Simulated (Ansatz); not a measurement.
Geometry optimisation of the cluster Li5H6.

```yaml
crystal:
  periodic: [false, false, false]
  atoms:
    - {symbol: Li, position_ang: [-0.302530, -0.816290, -1.477180]}
    - {symbol: Li, position_ang: [1.432630, -0.331400, 0.787430]}
    - {symbol: Li, position_ang: [-0.930220, -1.525260, 1.119490]}
    - {symbol: Li, position_ang: [-1.354290, 1.090160, 0.382280]}
    - {symbol: Li, position_ang: [0.588480, 1.623660, -1.157530]}
    - {symbol: H, position_ang: [-1.381380, -0.054870, 1.547000]}
    - {symbol: H, position_ang: [-0.197260, 2.234690, 0.234500]}
    - {symbol: H, position_ang: [1.543950, 0.295670, -0.819250]}
    - {symbol: H, position_ang: [2.523430, -0.957480, 1.572480]}
    - {symbol: H, position_ang: [-1.193250, 0.434940, -1.798440]}
    - {symbol: H, position_ang: [-0.729560, -1.993830, -0.390780]}
basis:
  gaussian: {orbitals: def2-TZVP}
magnetization: {spin_polarized: true, initial_magnetization: 1}
hamiltonian: {xc: r2scan, dispersion: d4}
scf: {omitted_lower_state_checks: [starts]}
output: {orbitals: {seedname: orbitals}}
relax: {f_tol: 0.02, max_steps: 100}
```

```sh
$ ansatz run in.yaml --threads 4 --pin off --events-out ev --progress --plain --max-ram 3916MiB
```

Shortened log:

```
Functional definition: r2SCAN
mean field -1117.29031724 eV, -41.0596618322 hartree, gradient 1.4e-5 eV, S^2 0.763236; 0 other end points of the search recorded, 0 dependent functions left out
relax step   1: F+E_penalty+E_count = -1117.34570793 eV  Δ(F+E_penalty+E_count) = +0.000e0 eV  max|allowed force component| = 1.132e0 eV/Å  Δτ_max = 0.0000 Å  (56 SCF iters, accepted)
mean field -1118.03184114 eV, -41.0869123326 hartree, gradient 3.0e-5 eV, S^2 0.762854; 0 other end points of the search recorded, 0 dependent functions left out
relax step   2: F+E_penalty+E_count = -1118.08643575 eV  Δ(F+E_penalty+E_count) = -7.407e-1 eV  max|allowed force component| = 6.311e-1 eV/Å  Δτ_max = 0.1947 Å  (37 SCF iters, accepted)
mean field -1118.40662716 eV, -41.1006854649 hartree, gradient 2.4e-5 eV, S^2 0.762208; 0 other end points of the search recorded, 0 dependent functions left out
relax step   3: F+E_penalty+E_count = -1118.45957767 eV  Δ(F+E_penalty+E_count) = -3.731e-1 eV  max|allowed force component| = 4.478e-1 eV/Å  Δτ_max = 0.1949 Å  (41 SCF iters, accepted)
mean field -1118.59383673 eV, -41.1075652896 hartree, gradient 3.9e-5 eV, S^2 0.758497; 0 other end points of the search recorded, 0 dependent functions left out
relax step   4: F+E_penalty+E_count = -1118.64735111 eV  Δ(F+E_penalty+E_count) = -1.878e-1 eV  max|allowed force component| = 5.255e-1 eV/Å  Δτ_max = 0.1949 Å  (40 SCF iters, accepted)
mean field -1118.78279553 eV, -41.1145093977 hartree, gradient 4.7e-5 eV, S^2 0.754972; 0 other end points of the search recorded, 0 dependent functions left out
relax step   5: F+E_penalty+E_count = -1118.83887686 eV  Δ(F+E_penalty+E_count) = -1.915e-1 eV  max|allowed force component| = 4.205e-1 eV/Å  Δτ_max = 0.1954 Å  (36 SCF iters, accepted)
mean field -1118.93009014 eV, -41.1199223747 hartree, gradient 2.8e-5 eV, S^2 0.754035; 0 other end points of the search recorded, 0 dependent functions left out
relax step   6: F+E_penalty+E_count = -1118.98780431 eV  Δ(F+E_penalty+E_count) = -1.489e-1 eV  max|allowed force component| = 3.379e-1 eV/Å  Δτ_max = 0.1952 Å  (31 SCF iters, accepted)
mean field -1119.05645222 eV, -41.1245660954 hartree, gradient 8.9e-6 eV, S^2 0.754206; 0 other end points of the search recorded, 0 dependent functions left out
relax step   7: F+E_penalty+E_count = -1119.11449395 eV  Δ(F+E_penalty+E_count) = -1.267e-1 eV  max|allowed force component| = 2.502e-1 eV/Å  Δτ_max = 0.1921 Å  (30 SCF iters, accepted)
mean field -1119.14533802 eV, -41.1278325882 hartree, gradient 2.6e-5 eV, S^2 0.755084; 0 other end points of the search recorded, 0 dependent functions left out
relax step   8: F+E_penalty+E_count = -1119.20373968 eV  Δ(F+E_penalty+E_count) = -8.925e-2 eV  max|allowed force component| = 2.221e-1 eV/Å  Δτ_max = 0.1930 Å  (29 SCF iters, accepted)
mean field -1119.24401139 eV, -41.1314587677 hartree, gradient 1.8e-5 eV, S^2 0.757381; 0 other end points of the search recorded, 0 dependent functions left out
relax step   9: F+E_penalty+E_count = -1119.30347916 eV  Δ(F+E_penalty+E_count) = -9.974e-2 eV  max|allowed force component| = 2.214e-1 eV/Å  Δτ_max = 0.1964 Å  (29 SCF iters, accepted)
mean field -1119.34286229 eV, -41.1350914712 hartree, gradient 1.2e-5 eV, S^2 0.758333; 0 other end points of the search recorded, 0 dependent functions left out
relax step  10: F+E_penalty+E_count = -1119.40163534 eV  Δ(F+E_penalty+E_count) = -9.816e-2 eV  max|allowed force component| = 2.264e-1 eV/Å  Δτ_max = 0.1950 Å  (30 SCF iters, accepted)
mean field -1119.44212139 eV, -41.1387391758 hartree, gradient 6.7e-6 eV, S^2 0.758388; 0 other end points of the search recorded, 0 dependent functions left out
relax step  11: F+E_penalty+E_count = -1119.49971237 eV  Δ(F+E_penalty+E_count) = -9.808e-2 eV  max|allowed force component| = 2.401e-1 eV/Å  Δτ_max = 0.1961 Å  (31 SCF iters, accepted)
mean field -1119.53963894 eV, -41.1423228798 hartree, gradient 1.1e-5 eV, S^2 0.756739; 0 other end points of the search recorded, 0 dependent functions left out
relax step  12: F+E_penalty+E_count = -1119.59506952 eV  Δ(F+E_penalty+E_count) = -9.536e-2 eV  max|allowed force component| = 2.239e-1 eV/Å  Δτ_max = 0.1951 Å  (29 SCF iters, accepted)
mean field -1119.63879597 eV, -41.1459668334 hartree, gradient 1.8e-5 eV, S^2 0.754244; 0 other end points of the search recorded, 0 dependent functions left out
relax step  13: F+E_penalty+E_count = -1119.69370346 eV  Δ(F+E_penalty+E_count) = -9.863e-2 eV  max|allowed force component| = 2.525e-1 eV/Å  Δτ_max = 0.1948 Å  (29 SCF iters, accepted)
mean field -1119.77155131 eV, -41.1508455022 hartree, gradient 8.9e-6 eV, S^2 0.752373; 0 other end points of the search recorded, 0 dependent functions left out
relax step  14: F+E_penalty+E_count = -1119.82631152 eV  Δ(F+E_penalty+E_count) = -1.326e-1 eV  max|allowed force component| = 3.125e-1 eV/Å  Δτ_max = 0.1948 Å  (32 SCF iters, accepted)
mean field -1119.43863333 eV, -41.1386109921 hartree, gradient 1.9e-5 eV, S^2 0.751754; 0 other end points of the search recorded, 0 dependent functions left out
relax step  15: F+E_penalty+E_count = -1119.49263765 eV  Δ(F+E_penalty+E_count) = +3.337e-1 eV  max|allowed force component| = 4.897e0 eV/Å  Δτ_max = 0.1949 Å  (35 SCF iters, rejected (line search))
mean field -1119.87283691 eV, -41.1545676794 hartree, gradient 2.4e-5 eV, S^2 0.752139; 0 other end points of the search recorded, 0 dependent functions left out
relax step  16: F+E_penalty+E_count = -1119.92795491 eV  Δ(F+E_penalty+E_count) = -1.016e-1 eV  max|allowed force component| = 3.598e-1 eV/Å  Δτ_max = 0.0948 Å  (30 SCF iters, accepted)
mean field -1119.92250599 eV, -41.1563929843 hartree, gradient 1.2e-5 eV, S^2 0.751993; 0 other end points of the search recorded, 0 dependent functions left out
relax step  17: F+E_penalty+E_count = -1119.97739830 eV  Δ(F+E_penalty+E_count) = -4.944e-2 eV  max|allowed force component| = 3.908e-1 eV/Å  Δτ_max = 0.0973 Å  (31 SCF iters, accepted)
mean field -1119.97411614 eV, -41.1582896225 hartree, gradient 1.4e-5 eV, S^2 0.752054; 0 other end points of the search recorded, 0 dependent functions left out
relax step  18: F+E_penalty+E_count = -1120.02908169 eV  Δ(F+E_penalty+E_count) = -5.168e-2 eV  max|allowed force component| = 9.949e-2 eV/Å  Δτ_max = 0.1436 Å  (32 SCF iters, accepted)
mean field -1120.03201046 eV, -41.1604171993 hartree, gradient 2.9e-5 eV, S^2 0.752012; 0 other end points of the search recorded, 0 dependent functions left out
relax step  19: F+E_penalty+E_count = -1120.08616403 eV  Δ(F+E_penalty+E_count) = -5.708e-2 eV  max|allowed force component| = 1.328e-1 eV/Å  Δτ_max = 0.1981 Å  (31 SCF iters, accepted)
mean field -1120.07352033 eV, -41.1619426590 hartree, gradient 2.2e-5 eV, S^2 0.751984; 0 other end points of the search recorded, 0 dependent functions left out
[...]
relax step  27: F+E_penalty+E_count = -1120.30771232 eV  Δ(F+E_penalty+E_count) = -1.344e-2 eV  max|allowed force component| = 1.442e-1 eV/Å  Δτ_max = 0.1950 Å  (30 SCF iters, accepted)
mean field -1120.27769791 eV, -41.1694460466 hartree, gradient 1.0e-5 eV, S^2 0.751554; 0 other end points of the search recorded, 0 dependent functions left out
relax step  28: F+E_penalty+E_count = -1120.32261816 eV  Δ(F+E_penalty+E_count) = -1.491e-2 eV  max|allowed force component| = 4.292e-1 eV/Å  Δτ_max = 0.1949 Å  (29 SCF iters, accepted)
mean field -1120.28562441 eV, -41.1697373403 hartree, gradient 2.4e-5 eV, S^2 0.751541; 0 other end points of the search recorded, 0 dependent functions left out
relax step  29: F+E_penalty+E_count = -1120.33031484 eV  Δ(F+E_penalty+E_count) = -7.697e-3 eV  max|allowed force component| = 2.430e-1 eV/Å  Δτ_max = 0.1927 Å  (30 SCF iters, accepted)
mean field -1120.29718109 eV, -41.1701620404 hartree, gradient 1.1e-5 eV, S^2 0.751544; 0 other end points of the search recorded, 0 dependent functions left out
relax step  30: F+E_penalty+E_count = -1120.34224524 eV  Δ(F+E_penalty+E_count) = -1.193e-2 eV  max|allowed force component| = 2.724e-1 eV/Å  Δτ_max = 0.0982 Å  (30 SCF iters, accepted)
mean field -1120.31191991 eV, -41.1707036819 hartree, gradient 1.6e-5 eV, S^2 0.751561; 0 other end points of the search recorded, 0 dependent functions left out
relax step  31: F+E_penalty+E_count = -1120.35712420 eV  Δ(F+E_penalty+E_count) = -1.488e-2 eV  max|allowed force component| = 3.585e-1 eV/Å  Δτ_max = 0.1945 Å  (29 SCF iters, accepted)
mean field -1120.32037198 eV, -41.1710142898 hartree, gradient 9.8e-6 eV, S^2 0.751562; 0 other end points of the search recorded, 0 dependent functions left out
relax step  32: F+E_penalty+E_count = -1120.36556831 eV  Δ(F+E_penalty+E_count) = -8.444e-3 eV  max|allowed force component| = 4.468e-1 eV/Å  Δτ_max = 0.1239 Å  (31 SCF iters, accepted)
mean field -1120.32830293 eV, -41.1713057469 hartree, gradient 8.7e-6 eV, S^2 0.751567; 0 other end points of the search recorded, 0 dependent functions left out
relax step  33: F+E_penalty+E_count = -1120.37335098 eV  Δ(F+E_penalty+E_count) = -7.783e-3 eV  max|allowed force component| = 3.551e-1 eV/Å  Δτ_max = 0.1269 Å  (31 SCF iters, accepted)
mean field -1120.32990803 eV, -41.1713647333 hartree, gradient 1.9e-5 eV, S^2 0.751526; 0 other end points of the search recorded, 0 dependent functions left out
relax step  34: F+E_penalty+E_count = -1120.37529715 eV  Δ(F+E_penalty+E_count) = -1.946e-3 eV  max|allowed force component| = 3.158e-1 eV/Å  Δτ_max = 0.1645 Å  (30 SCF iters, accepted)
mean field -1120.33683630 eV, -41.1716193423 hartree, gradient 9.8e-6 eV, S^2 0.751558; 0 other end points of the search recorded, 0 dependent functions left out
relax step  35: F+E_penalty+E_count = -1120.38202201 eV  Δ(F+E_penalty+E_count) = -6.725e-3 eV  max|allowed force component| = 2.000e-1 eV/Å  Δτ_max = 0.0942 Å  (30 SCF iters, accepted)
mean field -1120.33993692 eV, -41.1717332881 hartree, gradient 1.6e-5 eV, S^2 0.751547; 0 other end points of the search recorded, 0 dependent functions left out
relax step  36: F+E_penalty+E_count = -1120.38561144 eV  Δ(F+E_penalty+E_count) = -3.589e-3 eV  max|allowed force component| = 3.724e-2 eV/Å  Δτ_max = 0.0888 Å  (31 SCF iters, accepted)
mean field -1120.34110137 eV, -41.1717760810 hartree, gradient 9.7e-6 eV, S^2 0.751532; 0 other end points of the search recorded, 0 dependent functions left out
relax step  37: F+E_penalty+E_count = -1120.38656514 eV  Δ(F+E_penalty+E_count) = -9.537e-4 eV  max|allowed force component| = 2.103e-2 eV/Å  Δτ_max = 0.0427 Å  (30 SCF iters, accepted)
mean field -1120.34090772 eV, -41.1717689644 hartree, gradient 1.7e-5 eV, S^2 0.751541; 0 other end points of the search recorded, 0 dependent functions left out
relax step  38: F+E_penalty+E_count = -1120.38648277 eV  Δ(F+E_penalty+E_count) = +8.237e-5 eV  max|allowed force component| = 3.076e-2 eV/Å  Δτ_max = 0.0205 Å  (26 SCF iters, rejected (line search))
mean field -1120.34143115 eV, -41.1717882002 hartree, gradient 1.1e-5 eV, S^2 0.751539; 0 other end points of the search recorded, 0 dependent functions left out
relax step  39: F+E_penalty+E_count = -1120.38695019 eV  Δ(F+E_penalty+E_count) = -3.850e-4 eV  max|allowed force component| = 7.854e-3 eV/Å  Δτ_max = 0.0102 Å  (26 SCF iters, accepted)
mean field -1120.34143115 eV, -41.1717882002 hartree, gradient 1.1e-5 eV, S^2 0.751539; 0 other end points of the search recorded, 0 dependent functions left out
Total energy: -1120.38700235 eV, -41.1734629107 hartree
Atom 0 at    -1.983466    -0.736205    -1.885775 Å, force    -0.003147     0.000107    -0.003403 eV/Å
Atom 1 at     1.334222     0.102863     0.449309 Å, force     0.006385    -0.003136     0.003330 eV/Å
Atom 2 at    -0.699656    -2.042330     0.121063 Å, force     0.003951    -0.001343    -0.000938 eV/Å
Atom 3 at    -1.030389     0.857147     0.403874 Å, force    -0.001989     0.003562     0.007854 eV/Å
Atom 4 at     0.158694     1.347859    -1.701055 Å, force    -0.000020     0.004847    -0.006880 eV/Å
Atom 5 at    -0.192637    -0.642001     1.056370 Å, force    -0.002416     0.000580    -0.000239 eV/Å
Atom 6 at     0.582699     1.640309    -0.005842 Å, force     0.000546     0.001250     0.001490 eV/Å
Atom 7 at     2.958789     0.162269     1.758313 Å, force    -0.000088    -0.000200     0.001484 eV/Å
Atom 8 at     2.451238     0.576036     2.123801 Å, force    -0.001014     0.000005    -0.001560 eV/Å
Atom 9 at    -1.562647     0.883899    -1.367082 Å, force     0.000841    -0.006163    -0.002297 eV/Å
Atom 10 at    -2.016847    -2.149855    -0.952976 Å, force    -0.003050     0.000490     0.001158 eV/Å
Dipole moment:     0.012405     0.205043     0.102095 e Å
Checks for a lower state left out: starts
```

Hardware: 4 threads of Arm Neoverse V2 on a shared host. Wall time 84 s.

In the doublet, H8 and H9 lie 0.75 Å apart (atoms count from 1), so H2 has formed as a molecule. Another isomer (doublet) lies 0.03 eV lower at PBE0-D4/def2-TZVP; other spin states weren't run for this one.
